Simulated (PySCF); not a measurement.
SMILES CS[SiH2]O, PBE0/def2-SVP optimised geometry.

```
10

Si     0.26     0.70     0.00
O     -0.16     2.31     0.00
S     -0.61    -0.27    -1.71
C     -1.14    -1.86    -0.99
H     -0.25    -0.05     1.19
H      1.74     0.70     0.00
H     -1.09     2.50    -0.15
H     -0.28    -2.50    -0.76
H     -1.74    -1.71    -0.09
H     -1.75    -2.35    -1.75
```

Density from PBE0/def2-TZVP (PySCF) at that geometry.

Minimum of the electron density along straight lines between bonded atoms, close to the bond critical point (lines longer than 1.1 times the sum of covalent radii, or with two minima, are not listed):

| bond | length / Å | ρ at the minimum / e bohr⁻³ | ∇²ρ there / e bohr⁻⁵ | position (fraction from the first atom) |
|---|---|---|---|---|
| Si1–O2 | 1.661 | 0.135 | 0.77 | 0.41 |
| Si1–S3 | 2.147 | [?] | 0.09 | 0.36 |
| S3–C4 | 1.823 | 0.175 | -0.28 | 0.53 |
| Si1–H5 | 1.498 | 0.121 | 0.14 | 0.49 |
| Si1–H6 | 1.486 | 0.124 | 0.14 | 0.49 |
| O2–H7 | 0.963 | [?] | [?] | 0.81 |
| C4–H8 | 1.098 | 0.276 | -0.94 | 0.65 |
| C4–H9 | 1.099 | 0.275 | -0.94 | 0.65 |
| C4–H10 | 1.098 | 0.275 | -0.94 | 0.65 |

Task: Some entries are withheld; supply them.

Result: 
- Si1–S3, ρ at the minimum / e bohr⁻³: 0.100
- O2–H7, ρ at the minimum / e bohr⁻³: 0.354
- O2–H7, ∇²ρ there / e bohr⁻⁵: -2.42
